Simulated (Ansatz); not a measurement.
Reactions of BrFGe (`[F][Ge][Br]`).

Gas-phase electronic energies from Ansatz, PBE0-D4/def2-TZVP geometries. CCSD(T)/CBS adds triple-zeta CCSD(T) − MP2 to the extrapolated MP2 energy (def2 sets, frozen cores). This one scheme is used for every species. For Br, Ge outer-core shells are correlated without core-valence functions, which leaves a few kJ/mol of doubt a bond. Scalar relativity is left out up to krypton. Each species was taken in one conformer, which may not be the lowest.

(1) Order these by ΔE at CCSD(T)/CBS, lowest first. (Best estimate.)
A. `[F][Ge][Br]` + `CCCCC(C)C` → `C[CH](C)[Ge][F]` + `CCCCBr`
B. `[F][Ge][Br]` + H₂O → `[OH][Ge][F]` + HBr
C. `[F][Ge][Br]` + CH₄ → `[CH3][Ge][F]` + HBr
D. `[F][Ge][Br]` + `O[SiH3]` → `[F][Ge][O][SiH3]` + HBr

Largest T1 diagnostic: 0.015, for `[OH][Ge][F]`.

## Answers

(1) D (+4.2 kcal/mol), B (+7.8 kcal/mol), C (+37.3 kcal/mol), A (+40.7 kcal/mol).
